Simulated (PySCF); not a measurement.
**Dipole response of Bi⁻ (bismuth, charge -1)**

[Xe] 4f14 5d10 6s2 6p4, high-spin 3P determinant. Calculation: PySCF 2.14, in aug-cc-pVQZ-PP with one added diffuse shell each of s, p, d, f, g type with ECP60MDF (8s8p6d4f3g, 117 functions); a scalar-relativistic core potential. Coupled (time-dependent) response in atomic units; α is the mean over directions.

```csv
method,mean α (bohr³),"α xx, yy, zz",C₆ (like pair),S(−4)
UHF,235.4,"149.8, 406.6, 149.8",3601,99820
```

S(−4) is the Cauchy moment in α(ω) = α(0) + S(−4) ω² + …

Spin-orbit coupling is absent.

α(iu) at UHF:

```tsv
u (hartree)	α(iu) (bohr³)
0	235.4
0.0500	151.0
0.100	100.9
0.200	56.63
0.300	36.80
0.500	19.56
0.750	11.30
1.00	7.591
1.50	4.333
2.00	2.898
3.00	1.597
5.00	0.6955
```

For an ion, C₆ is the dispersion term alone; charge-induced terms of lower order in 1/R come first.

The components differ because the open shell of this determinant is not spherical; for a pure term their mean is the scalar polarisability.

Energies and moments cover only the electrons outside the core potential. Spin-orbit coupling is strong in this species (close to jj coupling), so the high-spin LS determinant is a model state, not a physical level.
